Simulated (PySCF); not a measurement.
Isomers of C5H10O3Si, from PySCF, PBE0-D3(BJ)/def2-SVP geometry optimisation, gas phase. One conformer each, no zero-point energy, no frequencies.

Task: Which is lowest in electronic energy at this level?
A. `[CH:1]#[C:2][Si@@H:3]([O:4][CH3:5])[O:6][CH2:7][O:8][CH3:9]` with C2–Si3–O4–C5 -35°, C2–Si3–O6–C7 -39°, Si3–O6–C7–O8 -51°, O6–C7–O8–C9 -68°: A = 1617, B = 1105, C = 880.3 MHz, dipole 1.30 D
B. `[CH3:1][O:2][C:3](=[O:4])[Si@@H:5]1[CH2:6][CH2:7][CH2:8][O:9]1` with C1–O2–C3–O4 0°, O2–C3–Si5–C6 -133°, C3–Si5–C6–C7 -125°, Si5–C6–C7–C8 31°, C6–C7–C8–O9 -42°, C7–C8–O9–Si5 32°: A = 3388, B = 755.7, C = 752.8 MHz, dipole 1.54 D
C. `[CH3:1][C:2](=[O:3])[O:4][Si@@H:5]1[CH2:6][CH2:7][CH2:8][O:9]1` with C1–C2–O4–Si5 -178°, C2–O4–Si5–C6 -71°, O4–Si5–C6–C7 -123°, Si5–C6–C7–C8 31°, C6–C7–C8–O9 -40°, C7–C8–O9–Si5 30°: A = 3301, B = 836.0, C = 759.8 MHz, dipole 1.65 D
D. `[CH3:1][C:2](=[O:3])[O:4][C@@H:5]1[CH2:6][O:7][SiH2:8][CH2:9]1` with C1–C2–O4–C5 178°, C2–O4–C5–C6 -80°, O4–C5–C6–O7 -74°, C5–C6–O7–Si8 -21°, C6–O7–Si8–C9 -2°, O7–Si8–C9–C5 23°: A = 2837, B = 862.7, C = 816.2 MHz, dipole 2.08 D

Result: C. That is `CC(=O)O[Si@@H]1CCCO1`, 35.0 kcal/mol below the next.

```tsv
SMILES	mapped SMILES	E (Eh)	relative (kcal/mol)	relative (kJ/mol)	dipole (D)
CC(=O)O[Si@@H]1CCCO1	[CH3:1][C:2](=[O:3])[O:4][Si@@H:5]1[CH2:6][CH2:7][CH2:8][O:9]1	-710.83828	0.0	0.0	1.65
CC(=O)O[C@@H]1CO[SiH2]C1	[CH3:1][C:2](=[O:3])[O:4][C@@H:5]1[CH2:6][O:7][SiH2:8][CH2:9]1	-710.78243	35.0	146.6	2.08
COC(=O)[Si@@H]1CCCO1	[CH3:1][O:2][C:3](=[O:4])[Si@@H:5]1[CH2:6][CH2:7][CH2:8][O:9]1	-710.77329	40.8	170.7	1.54
C#C[Si@@H](OC)OCOC	[CH:1]#[C:2][Si@@H:3]([O:4][CH3:5])[O:6][CH2:7][O:8][CH3:9]	-710.71259	78.9	330.0	1.30
```

As drawn, the lowest has a C=O bond and a C(=O)–O unit, which the highest lacks; the highest has a C≡C bond, which the lowest lacks.
